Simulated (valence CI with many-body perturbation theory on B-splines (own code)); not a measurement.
Cu22+: electric-dipole lines

Method: configuration interaction combined with many-body perturbation theory (CI+MBPT): five valence electrons over a frozen Dirac-Fock core [He], radial functions for each j: 11 s, 11 p, 10 d, 8 f, 5 g, 2 h, with the one-electron correlation potential Σ1, the two-electron term Σ2, the three-electron term Σ3, Breit, model QED; selected CI, second order for the rest, scaled by the run's own slope (own B-spline code, finite nucleus).

No measured spectrum was set against this ion. As an estimate, levels of excited configurations hold to 0.05 to 0.15 % of their energy, terms of the ground configuration to about 0.5 %. Among the levels kept, up to 5500 cm⁻¹ of a level comes from second order outside the variational space, and about a tenth of that is noise between levels of different J, which matters for small intervals.

Lines 101 to 150 of 591 in falling wavelength, among levels below 11298 × 10³ cm⁻¹, chosen from the strongest by gf and those to the six lowest levels. Wavelengths and rates use the calculated energies, so an error of 800 cm⁻¹ moves a line at 32.97 nm by 0.26 % and its rate by three times that or more. Electric multipoles are in the length gauge with retardation, E1 and E2 with the static RPA response of the core. Weak lines are less certain than strong ones. Lines between different terms over intervals too small for the method are left out, as are lines whose strength nearly cancels. The highest levels of a list are the least certain.

Names give the largest LS component (configuration and term), which can be under half, so a name can repeat, a term be missing and a line seem to break the LS rules; names also repeat where a configuration has a term twice. Letters in brackets count levels of one name in rising energy.

| λ vac (nm) | Upper | Lower | A (s⁻¹) | S (a.u.) with core polarisation | S without |
| --- | --- | --- | --- | --- | --- |
| 32.97 | 2s.2p3.3d 2F°_5/2 [a] | 2s.2p3.3p 2D_5/2 [a] | 1.71e+09 | 1.81e-01 | 1.81e-01 |
| 32.95 | 2s.2p3.3d 4D°_3/2 [c] | 2s.2p3.3p 4P_1/2 [c] | 1.40e+09 | 9.85e-02 | 9.85e-02 |
| 32.94 | 2s.2p3.3d 4D°_7/2 [c] | 2s.2p3.3p 4P_5/2 [c] | 2.09e+09 | 2.95e-01 | 2.95e-01 |
| 32.87 | 2s2.2p2.3d 4D_5/2 | 2s2.2p2.3p 4S°_3/2 | 1.07e+09 | 1.12e-01 | 1.12e-01 |
| 32.85 | 2s.2p3.3d 4D°_5/2 [d] | 2s.2p3.3p 4P_5/2 [c] | 9.08e+08 | 9.54e-02 | 9.54e-02 |
| 32.85 | 2s.2p3.3d 4G°_7/2 | 2s.2p3.3p 4F_5/2 | 2.48e+09 | 3.47e-01 | 3.47e-01 |
| 32.82 | 2s.2p3.3d 4F°_3/2 [a] | 2s.2p3.3p 4D_1/2 [a] | 1.65e+09 | 1.15e-01 | 1.15e-01 |
| 32.81 | 2s2.2p2.3p 2P°_3/2 [a] | 2s2.2p2.3s 2P_3/2 | 2.60e+09 | 1.81e-01 | 1.81e-01 |
| 32.77 | 2s.2p3.3d 4D°_7/2 [c] | 2s.2p3.3p 4D_7/2 [b] | 1.34e+09 | 1.86e-01 | 1.86e-01 |
| 32.69 | 2s.2p3.3p 4D_7/2 [a] | 2s.2p3.3s 4D°_5/2 | 2.12e+09 | 2.92e-01 | 2.92e-01 |
| 32.65 | 2s.2p3.3d 4D°_5/2 [d] | 2s.2p3.3p 4P_3/2 [c] | 1.90e+09 | 1.96e-01 | 1.96e-01 |
| 32.56 | 2s2.2p2.3p 2D°_5/2 [c] | 2s2.2p2.3s 2D_5/2 | 2.83e+09 | 2.89e-01 | 2.89e-01 |
| 32.55 | 2s.2p3.3d 4F°_5/2 [b] | 2s.2p3.3p 4D_3/2 [c] | 2.82e+09 | 2.88e-01 | 2.88e-01 |
| 32.52 | 2s2.2p2.3d 2F_7/2 [b] | 2s2.2p2.3p 2F°_5/2 | 3.40e+09 | 4.62e-01 | 4.62e-01 |
| 32.49 | 2s.2p3.3d 6D°_1/2 | 2s.2p3.3p 6P_3/2 | 4.02e+09 | 1.36e-01 | 1.36e-01 |
| 32.49 | 2s.2p3.3d 2D°_3/2 [b] | 2s.2p3.3p 2P_1/2 [b] | 2.29e+09 | 1.55e-01 | 1.55e-01 |
| 32.46 | 2s.2p3.3d 2G°_7/2 [a] | 2s.2p3.3p 2F_5/2 [a] | 3.41e+09 | 4.60e-01 | 4.60e-01 |
| 32.45 | 2s.2p3.3p 4D_3/2 [b] | 2s.2p3.3s 4D°_1/2 | 2.30e+09 | 1.55e-01 | 1.55e-01 |
| 32.45 | 2s.2p3.3d 6D°_3/2 | 2s.2p3.3p 6P_3/2 | 2.88e+09 | 1.94e-01 | 1.94e-01 |
| 32.43 | 2s2.2p2.3p 4S°_3/2 | 2s2.2p2.3s 4P_5/2 | 3.57e+09 | 2.41e-01 | 2.41e-01 |
| 32.40 | 2s.2p3.3d 6D°_5/2 | 2s.2p3.3p 6P_3/2 | 1.35e+09 | 1.36e-01 | 1.36e-01 |
| 32.33 | 2s.2p3.3d 4F°_5/2 [a] | 2s.2p3.3p 4D_3/2 [a] | 1.69e+09 | 1.69e-01 | 1.69e-01 |
| 32.30 | 2s.2p3.3p 4S_3/2 | 2s.2p3.3s 4P°_1/2 | 2.37e+09 | 1.58e-01 | 1.58e-01 |
| 32.26 | 2s.2p3.3d 2F°_7/2 [c] | 2s.2p3.3p 2F_7/2 [b] | 1.13e+09 | 1.50e-01 | 1.50e-01 |
| 32.25 | 2s.2p3.3d 4D°_3/2 [a] | 2s.2p3.3p 4P_1/2 [a] | 1.78e+09 | 1.18e-01 | 1.18e-01 |
| 32.24 | 2s.2p3.3d 2D°_5/2 [c] | 2s.2p3.3p 2P_3/2 [b] | 2.25e+09 | 2.24e-01 | 2.24e-01 |
| 32.10 | 2s.2p3.3d 4D°_5/2 [e] | 2s.2p3.3p 4P_3/2 [d] | 2.55e+09 | 2.49e-01 | 2.49e-01 |
| 31.91 | 2s.2p3.3d 4D°_3/2 [d] | 2s.2p3.3p 4P_3/2 [c] | 1.50e+09 | 9.64e-02 | 9.64e-02 |
| 31.86 | 2s.2p3.3p 4P_5/2 [c] | 2s.2p3.3s 4P°_3/2 | 2.04e+09 | 1.96e-01 | 1.96e-01 |
| 31.84 | 2s.2p3.3d 4D°_5/2 [a] | 2s.2p3.3p 4P_5/2 [a] | 1.24e+09 | 1.18e-01 | 1.18e-01 |
| 31.84 | 2s.2p3.3d 2F°_5/2 [b] | 2s.2p3.3p 2D_3/2 [b] | 2.74e+09 | 2.62e-01 | 2.62e-01 |
| 31.82 | 2s2.2p2.3p 2P°_3/2 [c] | 2s2.2p2.3s 2S_1/2 | 4.26e+09 | 2.71e-01 | 2.71e-01 |
| 31.76 | 2s.2p3.3d 2G°_7/2 [b] | 2s.2p3.3p 2F_5/2 [b] | 3.60e+09 | 4.55e-01 | 4.55e-01 |
| 31.72 | 2s.2p3.3d 4D°_5/2 [b] | 2s.2p3.3p 4D_5/2 [a] | 1.11e+09 | 1.05e-01 | 1.05e-01 |
| 31.70 | 2s.2p3.3d 2D°_3/2 [c] | 2s.2p3.3p 4P_1/2 [d] | 1.79e+09 | 1.13e-01 | 1.13e-01 |
| 31.58 | 2s.2p3.3p 2D_3/2 [a] | 2s.2p3.3s 2D°_3/2 [a] | 1.80e+09 | 1.12e-01 | 1.12e-01 |
| 31.46 | 2s2.2p2.3d 4D_3/2 | 2s2.2p2.3p 4P°_1/2 | 2.50e+09 | 1.54e-01 | 1.54e-01 |
| 31.46 | 2s2.2p2.3d 4P_3/2 | 2s2.2p2.3p 4S°_3/2 | 2.32e+09 | 1.43e-01 | 1.43e-01 |
| 31.42 | 2s.2p3.3p 2D_5/2 [a] | 2s.2p3.3s 2D°_5/2 [a] | 4.39e+09 | 4.03e-01 | 4.03e-01 |
| 31.38 | 2s.2p3.3p 2D_5/2 [c] | 2s.2p3.3s 2D°_5/2 [b] | 4.37e+09 | 4.00e-01 | 4.00e-01 |
| 31.33 | 2s.2p3.3d 4G°_5/2 | 2s.2p3.3p 4F_3/2 | 3.35e+09 | 3.05e-01 | 3.05e-01 |
| 31.33 | 2s.2p3.3d 2D°_5/2 [b] | 2s.2p3.3p 2P_3/2 [a] | 3.01e+09 | 2.75e-01 | 2.75e-01 |
| 31.28 | 2s.2p3.3d 4D°_5/2 [a] | 2s.2p3.3p 4P_3/2 [a] | 3.26e+09 | 2.95e-01 | 2.95e-01 |
| 31.18 | 2s2.2p2.3p 2F°_5/2 | 2s2.2p2.3s 2P_3/2 | 3.41e+09 | 3.06e-01 | 3.06e-01 |
| 31.17 | 2s2.2p2.3d 2D_3/2 [b] | 2s2.2p2.3p 2D°_3/2 [b] | 2.11e+09 | 1.26e-01 | 1.26e-01 |
| 31.13 | 2s.2p3.3d 4D°_1/2 [a] | 2s.2p3.3p 4P_1/2 [a] | 3.95e+09 | 1.18e-01 | 1.18e-01 |
| 31.13 | 2s2.2p2.3d 2F_7/2 [a] | 2s2.2p2.3p 2D°_5/2 [a] | 2.74e+09 | 3.26e-01 | 3.26e-01 |
| 30.89 | 2s.2p3.3d 2P°_3/2 [b] | 2s.2p3.3p 2S_1/2 | 1.64e+09 | 9.56e-02 | 9.56e-02 |
| 30.86 | 2s2.2p2.3d 2D_5/2 [b] | 2s2.2p2.3p 2D°_3/2 [b] | 1.44e+09 | 1.25e-01 | 1.25e-01 |
| 30.86 | 2s2.2p2.3d 2F_7/2 [c] | 2s2.2p2.3p 2D°_5/2 [c] | 3.41e+09 | 3.96e-01 | 3.96e-01 |
